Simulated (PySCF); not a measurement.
## NbO₂: map over both bonds

All numbers come from UPBE0/[Nb def2-TZVP with ECP28, O def2-TZVP], scalar-relativistic core potentials, density fitting, no spin–orbit coupling, PySCF.

Rigid scan from the doublet minimum (Nb–O 1.700 Å (×2); O–Nb–O 104.9°). Coordinate: rows scale the first bond (Nb–O), columns the second (Nb–O). Energies in kJ/mol from the minimum.

Rows run from the largest first scale (top) to the smallest, columns from the smallest second scale to the largest. Lower edges of the bins (kJ/mol): '0' 0.0, '1' 1.3, '2' 3.5, '3' 6.8, '4' 12.1, '5' 20.6, '6' 34.0, '7' 55.2, '8' 88.8, '9' 142.1; top 227.
```
888899
766789
643578
530368
643468
765678
```

Problem. Give the energies on the grid of the scan.

Solution. 
| scale \ scale | 0.94 | 0.97 | 1.00 | 1.04 | 1.09 | 1.15 |
| --- | --- | --- | --- | --- | --- | --- |
| 0.94 | 65 | 40 | 30 | 38 | 69 | 126 |
| 0.97 | 40 | 15 | 7 | 16 | 49 | 107 |
| 1.00 | 30 | 7 | 0 | 10 | 45 | 105 |
| 1.04 | 38 | 16 | 10 | 22 | 58 | 120 |
| 1.09 | 69 | 49 | 45 | 58 | 96 | 161 |
| 1.15 | 126 | 107 | 105 | 120 | 161 | 227 |

Open d and f shells are described by one determinant, and the ground state may have another occupation or spin.

Other isomers or separated fragments may lie lower.

The scan took 87 s on 2 threads of a shared Intel Xeon Platinum 8488C (Sapphire Rapids) host; the process peaked at 1 GiB.
